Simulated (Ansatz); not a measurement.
WO3. Charge 0, multiplicity 3. Geometry PBE0-D4/def2-TZVP; atoms count from 1.

```xyz
4

W     0.136   -0.127    0.221
O     1.241    1.133   -0.096
O    -1.595    0.386    0.795
O     0.218   -1.392   -0.920
```

In the def2 sets W takes a core potential; there is no spin–orbit coupling. At PBE0-D4/def2-TZVP a singlet of charge 0 lies 1.54 eV below the triplet, each at its own geometry. The structure comes from a short search, and lower isomers may exist.

Q: Estimate the Mulliken populations from the PBE0/def2-TZVP orbitals of Ansatz.

A: 
| atom | charge (e) | spin (α − β) | d electrons |
| --- | --- | --- | --- |
| W1 | 1.25 | 1.01 | 3.67 |
| O2 | -0.47 | 0.03 | – |
| O3 | -0.32 | 0.94 | – |
| O4 | -0.47 | 0.03 | – |
Mulliken values and Mayer orders depend strongly on the basis.

Q: Where does the spin sit?

A: Summed by element: W 1.01, O 0.99, of 2 unpaired in all. Largest on single atoms: W1 1.01, O3 0.94, O4 0.03.

Q: And the Mayer bond orders between bonded heavy atoms (over 0.3)?

A: W1–O2 2.06 (1.71 Å); W1–O3 1.14 (1.90 Å); W1–O4 2.06 (1.71 Å).
